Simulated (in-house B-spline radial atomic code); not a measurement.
# Ionising the phosphorus ion P²⁺ with different functionals

Computed with a radial B-spline atomic code at the basis-set limit: four-component Dirac-Coulomb Hamiltonian, Fermi nucleus of rms radius 3.1889 fm, spin-restricted, spherical fractional occupations for the functionals. The ionisation energy is the difference of two self-consistent energies, [Ne] 3s2 3p1 → [Ne] 3s2, without Breit or QED terms; ε is the level of the shell that loses the electron (mean over j). The electron is taken from both j subshells in proportion to 2j + 1, so the result is a j average, not the step between ground levels.

Hybrids are left out here: with spherical fractional occupations of an open shell their exact exchange keeps a self-interaction that integer-occupation calculations don't have.

```
           method  rung  ΔSCF (eV)  -ε(3p) (eV)
         LDA VWN5   LDA      29.89        24.39
 relativistic LDA   LDA      29.89        24.39
         LDA PW92   LDA      29.89        24.39
LDA exchange-only   LDA      28.57        23.09
              PBE   GGA      29.74        24.27
           PBEsol   GGA      29.71        24.24
             BLYP   GGA      29.67        24.16
             RPBE   GGA      29.69        24.25
             PW91   GGA      29.82        24.34
             BP86   GGA      29.86        24.38
             AM05   GGA      29.69        24.22
             OLYP   GGA      29.61        24.17
```

Question: How do they compare with the NIST value?

Answer: NIST lists 30.203 eV (measured, ground level to ground level). Errors run from -1.63 to -0.31 eV; LDA VWN5 is closest (-0.31 eV), though others lie within the uncertainty of it, and part of that can be cancellation, since the calculations leave out Breit-QED terms, spin polarisation, the choice among j levels, multiplet and fine-structure energies.
